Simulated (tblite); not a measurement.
Compound: C₃H₁₁N₂OSi (doublet state).
Atom-mapped SMILES: `[CH3:1][CH:2]([CH3:3])[O:4][Si:5]([NH2:6])[NH2:7]` (hydrogens: H8, H9, H10 on C1; H11 on C2; H12, H13, H14 on C3; H15, H16 on N6; H17, H18 on N7)

Computed with GFN2-xTB (tblite), gas phase: L-BFGS steps from a force-field or distance-geometry start until the largest atomic force falls under 0.01 eV/Å.

Step 129: E = -644.4597 eV
```
atom  x, y, z in Å  |  force x, y, z in eV/Å
C1     -1.0869   -1.0579   -1.2378   -0.009  -0.004  -0.005
C2     -0.9482   -0.3413    0.1027   -0.004   0.018   0.014
C3     -2.2678    0.3037    0.5185   -0.011   0.023   0.021
O4      0.0301    0.6522   -0.0147    0.004   0.008   0.010
Si5     1.4708    0.7249    0.7519    0.005   0.013   0.012
N6      2.1039   -0.8809    0.9108    0.021  -0.008  -0.026
N7      2.3716    1.7737   -0.3076   -0.032  -0.016  -0.008
H8     -1.8851   -1.7931   -1.1892    0.003  -0.028  -0.009
H9     -0.1564   -1.5592   -1.4911    0.006   0.006  -0.024
H10    -1.3158   -0.3328   -2.0145    0.002   0.001  -0.022
H11    -0.6450   -1.0669    0.8696    0.004  -0.012  -0.008
H12    -3.0624   -0.4371    0.5420    0.013  -0.010   0.011
H13    -2.5316    1.0858   -0.1888   -0.001   0.004  -0.015
H14    -2.1690    0.7478    1.5054    0.011   0.025   0.010
H15     3.0221   -0.9911    1.3087    0.003   0.001   0.037
H16     2.0233   -1.4770    0.0937    0.002   0.003  -0.006
H17     3.2044    2.2089    0.0540   -0.017  -0.013   0.007
H18     1.8333    2.4463   -0.8319   -0.001  -0.010   0.002
```

Step 130: E = -644.4601 eV
```
atom  x, y, z in Å  |  force x, y, z in eV/Å
C1     -1.0876   -1.0568   -1.2397   -0.019  -0.001  -0.001
C2     -0.9497   -0.3412    0.1012   -0.003   0.014   0.015
C3     -2.2684    0.3042    0.5190   -0.006   0.021   0.011
O4      0.0292    0.6517   -0.0157    0.004   0.005   0.016
Si5     1.4693    0.7235    0.7516    0.024  -0.003   0.009
N6      2.1045   -0.8823    0.9109    0.027   0.013  -0.014
N7      2.3719    1.7704   -0.3091   -0.067  -0.074   0.004
H8     -1.8843   -1.7931   -1.1879    0.004  -0.041  -0.020
H9     -0.1557   -1.5549   -1.4950   -0.002   0.004  -0.020
H10    -1.3207   -0.3328   -2.0166    0.006   0.001  -0.013
H11    -0.6498   -1.0674    0.8692    0.024  -0.011  -0.021
H12    -3.0626   -0.4373    0.5477    0.021   0.000   0.017
H13    -2.5348    1.0830   -0.1910   -0.005   0.011  -0.006
H14    -2.1625    0.7511    1.5041   -0.008   0.026   0.000
H15     3.0196   -0.9884    1.3180   -0.007  -0.004   0.029
H16     2.0362   -1.4753    0.0905    0.001   0.004  -0.007
H17     3.2034    2.2059    0.0505    0.055   0.004   0.045
H18     1.8332    2.4459   -0.8260   -0.048   0.031  -0.046
```

Q: Estimate the geometry and energy of step 131. (The exact step hangs on the optimiser's Hessian estimate; all steps are aligned on step 130, rigid shifts and turns removed.)

A: E = -644.4606 eV, largest force 0.077 eV/Å
```
atom  x, y, z in Å  |  force x, y, z in eV/Å
C1     -1.0877   -1.0561   -1.2413   -0.017   0.001   0.002
C2     -0.9497   -0.3402    0.0998   -0.002   0.008   0.009
C3     -2.2685    0.3040    0.5202    0.004   0.016   0.003
O4      0.0286    0.6535   -0.0169    0.003  -0.002   0.019
Si5     1.4687    0.7240    0.7508    0.027  -0.015   0.005
N6      2.1026   -0.8825    0.9106    0.025   0.022  -0.007
N7      2.3718    1.7689   -0.3117   -0.068  -0.036   0.001
H8     -1.8832   -1.7939   -1.1871    0.010  -0.037  -0.027
H9     -0.1549   -1.5526   -1.4970   -0.010   0.005  -0.016
H10    -1.3223   -0.3334   -2.0192    0.003  -0.002  -0.002
H11    -0.6493   -1.0671    0.8671    0.026  -0.005  -0.024
H12    -3.0614   -0.4390    0.5518    0.024   0.008   0.018
H13    -2.5373    1.0818   -0.1904   -0.007   0.007   0.002
H14    -2.1586    0.7516    1.5045   -0.018   0.028  -0.002
H15     3.0132   -0.9898    1.3277   -0.011  -0.006   0.022
H16     2.0420   -1.4739    0.0885    0.002   0.008  -0.006
H17     3.2061    2.2019    0.0465    0.031  -0.008   0.034
H18     1.8311    2.4490   -0.8223   -0.024   0.009  -0.032
```

The energy changes by -0.0005 eV. The first-order estimate −F·Δx gives -0.0006 eV and the mean of the old and new forces, exact on a quadratic surface, -0.0005 eV. The step makes an angle of 80° with the force vector and moves no atom by more than 0.012 Å.

The cost below is that of the whole relaxation. On an Arm Neoverse V2 with one thread, no GPU, shared host with 192 logical CPUs at a one-minute load of 69, this took 1.2 s of wall time.
